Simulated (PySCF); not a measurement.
Compound: C5H9B2N.
Cartesian coordinates in Å at the PBE0-D3(BJ)/def2-SVP level; atoms count from 1:
```xyz
17
C5H9B2N angstrom
B      2.643    0.970    0.186
B      1.580   -0.214   -0.369
N      0.061    0.188   -0.139
C     -0.581   -0.200    0.974
C     -1.879    0.199    1.254
C     -2.545    1.023    0.350
C     -1.875    1.416   -0.807
C     -0.577    0.978   -1.017
H      2.313    2.049    0.656
H      3.844    0.792    0.103
H      1.763   -1.294    0.185
H      1.749   -0.322   -1.584
H     -0.010   -0.849    1.640
H     -2.358   -0.142    2.173
H     -3.570    1.350    0.541
H     -2.350    2.058   -1.550
H     -0.003    1.249   -1.904
```

The closed-shell ground state was solved at several levels (PySCF, density fitting, gas phase, non-relativistic).

| level | basis functions | total energy (Eh) | HOMO (eV) | LUMO (eV) | gap (eV) | dipole (D) |
| --- | --- | --- | --- | --- | --- | --- |
| B3LYP/pcJ-1 | 306 | -300.3881 | -6.32 | -2.17 | 4.15 | 6.66 |
| wB97X-D/def2-SVPD | 232 | -300.0526 | -8.28 | -0.33 | 7.95 | 6.80 |
| KT2/pcSseg-1 | 181 | -305.7279 | -5.46 | -2.77 | 2.69 | 6.17 |

Q: Estimate the row for PBE0/pcSseg-1, a basis of 181 functions; the other rows only guide the guess.

A: Total energy -299.9494 Eh, HOMO -6.50 eV, LUMO -2.00 eV, gap 4.50 eV, dipole 6.60 D.

Q: Over all these levels, which gives the widest orbital gap and which the narrowest?

A: wB97X-D/def2-SVPD (range-separated hybrid) has the widest, 7.95 eV, and KT2/pcSseg-1 (GGA) the narrowest, 2.69 eV. Functional and basis both differ between the two, so the spread mixes both effects.

Q: How far do the dipole and the HOMO energy spread over the levels?

A: The dipole runs from 6.17 to 6.80 D (mean 6.56 D) and the HOMO from -8.28 to -5.46 eV.

One conformer stands for the species.

wB97X-D is run here without its empirical dispersion term; that term would change no orbital, density or response property at a fixed geometry.
